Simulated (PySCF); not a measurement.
Species: C8H9OP.
Atom-mapped SMILES: `[CH:1]1=[CH:2][P:3]([c:4]2[cH:5][cH:6][cH:7][o:8]2)[CH2:9][CH2:10]1`

NICS = −σ at a ghost point: NICS(0) at the centroid of the ring atoms, NICS(1) 1 Å to either side along the normal of their mean plane, zz for the tensor component along that normal. Level: GIAO PBE0/pcSseg-1 (PySCF, non-relativistic, gas phase) on the GFN2-xTB geometry, one conformer.

Rings: 1. C1–C2–P3–C9–C10; 2. C4–C5–C6–C7–O8.

```tsv
set	NICS(0)	NICS(1), two faces	NICS(1)zz, two faces
P	-11.7	-10.5 / -10.5	-26.3 / -25.6
Q	-2.8	-1.5 / -4.1	-5.4 / -6.2
```

**Question.** Which set (ppm) belongs to which ring?

**Answer.** P = 2, Q = 1.
- 1 (5-membered ring with P; formal bonds 1 double, 4 single): mean NICS(1)zz -5.8 ppm, shielded. C9, C10 have four or more neighbours, and the NICS criterion for π rings isn't applied.
- 2 (5-membered ring with O; formal bonds all aromatic): mean NICS(1)zz -25.9 ppm, shielded. The ring is flat and has no four-coordinate atom; by the NICS criterion it is aromatic.

**Question.** How do the rings differ in shape?

**Answer.** 
| ring | bond lengths (Å) | rms pucker (Å) | HOMA | nearest outside atom to a NICS(1) probe (Å) |
| --- | --- | --- | --- | --- |
| 1 | 1.325, 1.830, 1.868, 1.533, 1.495 | 0.09 | – | hydrogen 1.72 |
| 2 | 1.368, 1.413, 1.361, 1.340, 1.352 | 0.00 | 0.49 | hydrogen 2.42 |

HOMA = 1 − mean of α(R − Ropt)² over the ring bonds, with Krygowski's 1993 parameters (CC: Ropt 1.388 Å, α 257.7 Å⁻²; CO: Ropt 1.265 Å, α 157.38 Å⁻²). A dash marks a ring with a four-coordinate atom, a triple bond, no multiple bond or a kind of bond without parameters.

Hardware: one thread, Arm Neoverse V1 (aarch64), no GPU, shared host with 64 logical CPUs at a one-minute load of 37. Cost: 49 s of wall time, 1.0 GiB resident at most. This is the whole shielding run at PBE0/pcSseg-1, SCF included.
